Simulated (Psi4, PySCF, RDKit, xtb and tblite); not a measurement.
Internal rotation in C2H8OSi2, SMILES O=C[SiH2]C[SiH3]. Scanned: dihedral C2–Si3–C4–Si5; all other coordinates were relaxed at GFN2-xTB. Points at φ and −φ are mirror images. Heavy atoms are numbered in the order of the SMILES O=C[SiH2]C[SiH3], hydrogens after them in the order of the atoms that carry them; the mirror image has the same energies with the sign of each dihedral reversed.

Levels: MMFF94 // GFN2-xTB (RDKit); RKS-BP86/6-31G* = PySCF 2.14.0 with restricted BP86/6-31G*, spherical d, density fitting // GFN2-xTB; GFN2-xTB (xtb and tblite); MP2/cc-pVTZ = Psi4 with DF-MP2 (frozen core)/cc-pVTZ // GFN2-xTB.

Energies relative to the lowest point of each profile, in kcal/mol; the last columns give the difference from MP2:

```json
[
 {"φ / °": "-160", "MMFF94": "1.1", "RKS-BP86/6-31G*": "0.0", "GFN2-xTB": "1.5", "MP2/cc-pVTZ": "0.1", "MMFF94 − MP2/cc-pVTZ": "1.1", "RKS-BP86/6-31G* − MP2/cc-pVTZ": "-0.1", "GFN2-xTB − MP2/cc-pVTZ": "1.4"},
 {"φ / °": "-140", "MMFF94": "2.2", "RKS-BP86/6-31G*": "0.0", "GFN2-xTB": "1.8", "MP2/cc-pVTZ": "0.4", "MMFF94 − MP2/cc-pVTZ": "1.9", "RKS-BP86/6-31G* − MP2/cc-pVTZ": "-0.3", "GFN2-xTB − MP2/cc-pVTZ": "1.4"},
 {"φ / °": "-120", "MMFF94": "2.6", "RKS-BP86/6-31G*": "0.2", "GFN2-xTB": "1.8", "MP2/cc-pVTZ": "0.5", "MMFF94 − MP2/cc-pVTZ": "2.1", "RKS-BP86/6-31G* − MP2/cc-pVTZ": "-0.3", "GFN2-xTB − MP2/cc-pVTZ": "1.3"},
 {"φ / °": "-100", "MMFF94": "1.5", "RKS-BP86/6-31G*": "0.3", "GFN2-xTB": "1.5", "MP2/cc-pVTZ": "0.3", "MMFF94 − MP2/cc-pVTZ": "1.2", "RKS-BP86/6-31G* − MP2/cc-pVTZ": "0.0", "GFN2-xTB − MP2/cc-pVTZ": "1.2"},
 {"φ / °": "-80", "MMFF94": "0.0", "RKS-BP86/6-31G*": "0.4", "GFN2-xTB": "1.0", "MP2/cc-pVTZ": "0.0", "MMFF94 − MP2/cc-pVTZ": "0.0", "RKS-BP86/6-31G* − MP2/cc-pVTZ": "0.4", "GFN2-xTB − MP2/cc-pVTZ": "1.0"},
 {"φ / °": "-60", "MMFF94": "0.5", "RKS-BP86/6-31G*": "0.8", "GFN2-xTB": "0.8", "MP2/cc-pVTZ": "0.3", "MMFF94 − MP2/cc-pVTZ": "0.1", "RKS-BP86/6-31G* − MP2/cc-pVTZ": "0.4", "GFN2-xTB − MP2/cc-pVTZ": "0.5"},
 {"φ / °": "-40", "MMFF94": "8.3", "RKS-BP86/6-31G*": "1.3", "GFN2-xTB": "0.1", "MP2/cc-pVTZ": "0.9", "MMFF94 − MP2/cc-pVTZ": "7.5", "RKS-BP86/6-31G* − MP2/cc-pVTZ": "0.4", "GFN2-xTB − MP2/cc-pVTZ": "-0.8"},
 {"φ / °": "-20", "MMFF94": "11.9", "RKS-BP86/6-31G*": "1.8", "GFN2-xTB": "0.0", "MP2/cc-pVTZ": "1.6", "MMFF94 − MP2/cc-pVTZ": "10.3", "RKS-BP86/6-31G* − MP2/cc-pVTZ": "0.2", "GFN2-xTB − MP2/cc-pVTZ": "-1.6"},
 {"φ / °": "0", "MMFF94": "13.3", "RKS-BP86/6-31G*": "2.1", "GFN2-xTB": "0.1", "MP2/cc-pVTZ": "1.9", "MMFF94 − MP2/cc-pVTZ": "11.3", "RKS-BP86/6-31G* − MP2/cc-pVTZ": "0.1", "GFN2-xTB − MP2/cc-pVTZ": "-1.9"},
 {"φ / °": "20", "MMFF94": "11.9", "RKS-BP86/6-31G*": "1.8", "GFN2-xTB": "0.0", "MP2/cc-pVTZ": "1.6", "MMFF94 − MP2/cc-pVTZ": "10.3", "RKS-BP86/6-31G* − MP2/cc-pVTZ": "0.2", "GFN2-xTB − MP2/cc-pVTZ": "-1.6"},
 {"φ / °": "40", "MMFF94": "8.3", "RKS-BP86/6-31G*": "1.3", "GFN2-xTB": "0.1", "MP2/cc-pVTZ": "0.9", "MMFF94 − MP2/cc-pVTZ": "7.5", "RKS-BP86/6-31G* − MP2/cc-pVTZ": "0.4", "GFN2-xTB − MP2/cc-pVTZ": "-0.8"},
 {"φ / °": "60", "MMFF94": "0.5", "RKS-BP86/6-31G*": "0.8", "GFN2-xTB": "0.8", "MP2/cc-pVTZ": "0.3", "MMFF94 − MP2/cc-pVTZ": "0.1", "RKS-BP86/6-31G* − MP2/cc-pVTZ": "0.4", "GFN2-xTB − MP2/cc-pVTZ": "0.5"},
 {"φ / °": "80", "MMFF94": "0.0", "RKS-BP86/6-31G*": "0.4", "GFN2-xTB": "1.0", "MP2/cc-pVTZ": "0.0", "MMFF94 − MP2/cc-pVTZ": "0.0", "RKS-BP86/6-31G* − MP2/cc-pVTZ": "0.4", "GFN2-xTB − MP2/cc-pVTZ": "1.0"},
 {"φ / °": "100", "MMFF94": "1.5", "RKS-BP86/6-31G*": "0.3", "GFN2-xTB": "1.5", "MP2/cc-pVTZ": "0.3", "MMFF94 − MP2/cc-pVTZ": "1.2", "RKS-BP86/6-31G* − MP2/cc-pVTZ": "0.0", "GFN2-xTB − MP2/cc-pVTZ": "1.2"},
 {"φ / °": "120", "MMFF94": "2.6", "RKS-BP86/6-31G*": "0.2", "GFN2-xTB": "1.8", "MP2/cc-pVTZ": "0.5", "MMFF94 − MP2/cc-pVTZ": "2.1", "RKS-BP86/6-31G* − MP2/cc-pVTZ": "-0.3", "GFN2-xTB − MP2/cc-pVTZ": "1.3"},
 {"φ / °": "140", "MMFF94": "2.2", "RKS-BP86/6-31G*": "0.0", "GFN2-xTB": "1.8", "MP2/cc-pVTZ": "0.4", "MMFF94 − MP2/cc-pVTZ": "1.9", "RKS-BP86/6-31G* − MP2/cc-pVTZ": "-0.3", "GFN2-xTB − MP2/cc-pVTZ": "1.4"},
 {"φ / °": "160", "MMFF94": "1.1", "RKS-BP86/6-31G*": "0.0", "GFN2-xTB": "1.5", "MP2/cc-pVTZ": "0.1", "MMFF94 − MP2/cc-pVTZ": "1.1", "RKS-BP86/6-31G* − MP2/cc-pVTZ": "-0.1", "GFN2-xTB − MP2/cc-pVTZ": "1.4"},
 {"φ / °": "180", "MMFF94": "0.6", "RKS-BP86/6-31G*": "0.0", "GFN2-xTB": "1.4", "MP2/cc-pVTZ": "0.0", "MMFF94 − MP2/cc-pVTZ": "0.6", "RKS-BP86/6-31G* − MP2/cc-pVTZ": "0.0", "GFN2-xTB − MP2/cc-pVTZ": "1.4"}
]
```

MMFF94 is furthest from MP2/cc-pVTZ at 0 (11.3 kcal/mol, above); its mean absolute difference over the points is 3.3 kcal/mol.

RKS-BP86/6-31G* is furthest from MP2/cc-pVTZ at -60 (0.4 kcal/mol, above); its mean absolute difference over the points is 0.3 kcal/mol.

GFN2-xTB is furthest from MP2/cc-pVTZ at 0 (-1.9 kcal/mol, below); its mean absolute difference over the points is 1.2 kcal/mol.

MMFF94 has few fitted parameters for silicon.
